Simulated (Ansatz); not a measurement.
A basis-limit estimate, worked out

An elementary step of Si$_{4}$H$_{11}$ClF$_{2}$, closed shell (Si₄H₉F ([F][Si]([SiH3])([SiH3])[SiH3]) + HCl + HF → Si₃H₆F₂ ([F][Si]([F])([SiH3])[SiH3]) + SiH₄ + HCl; Si–Si, H–F broken or loosened, Si–F, Si–H formed or tightened). “Start” and “end” are the PBE0-D4/def2-TZVP structures reached by relaxing down either side of its saddle point, with the molecules still in contact.

Computed with Ansatz 0.2.0 (basis: def2-TZVPP and def2-QZVPP); correlated methods freeze the cores.

Energies in eV:

| quantity | end | start |
| --- | --- | --- |
| Hartree–Fock, triple zeta (X = 3) | -49545.78133 | -49544.16182 |
| Hartree–Fock, quadruple zeta (X = 4) | -49547.38860 | -49545.73011 |
| MP2 correlation, X = 3 | -33.29458 | -33.65541 |
| MP2 correlation, X = 4 | -36.23590 | -36.62444 |
| CCSD(T) correlation, X = 3 | -37.27253 | -37.64345 |

**Question.** Work out the step energy at the basis limit: extrapolate Hartree–Fock as E(X) = E∞ + A exp(−7.88 √X) and the MP2 correlation as E(X) = E∞ + B X^−2.97 (the exponents that Neese and Valeev fitted for def2-TZVPP and QZVPP), then add CCSD(T) − MP2 in triple zeta.

**Answer.** Each step is linear, so take the differences first (end − start): Hartree–Fock -1.61951 (X = 3) and -1.65849 (X = 4); MP2 correlation 0.36083 and 0.38854; CCSD(T) correlation 0.37092.
Two points give E∞ = E(4) + w [E(4) − E(3)], with w = 1/(exp(7.88 (2 − √3)) − 1) = 0.1377 for Hartree–Fock and w = 1/((4/3)^2.97 − 1) = 0.7407 for the correlation.
Hartree–Fock: -1.65849 + 0.1377 × (-0.03898) = -1.6639 eV.
MP2 correlation: 0.38854 + 0.7407 × 0.02771 = 0.4091 eV.
CCSD(T) − MP2: 0.37092 − 0.36083 = 0.0101 eV.
Sum: -1.6639 + 0.4091 + 0.0101 = -1.2447 eV, or -28.70 kcal/mol. Plain CCSD(T) in triple zeta gives -1.2486 eV, so the larger basis shifts the result by 0.0039 eV.

No T1 diagnostic of these runs exceeds 0.015.

Labels in which every atom is bracketed show which atoms are joined, not bond orders.

For scale, one of the runs: CCSD(T)/def2-TZVPP, 426 basis functions, launched by `ansatz run in.yaml --threads 4 --pin off --events-out ev --progress --plain --max-ram 66560MiB --backend cuda --devices 0, --max-vram 37GiB`. Hardware: 4 CPU threads of an AMD EPYC 7R13 and a share of one NVIDIA H100, shared host. Wall time 96 s; peak host memory 1.7 GiB.
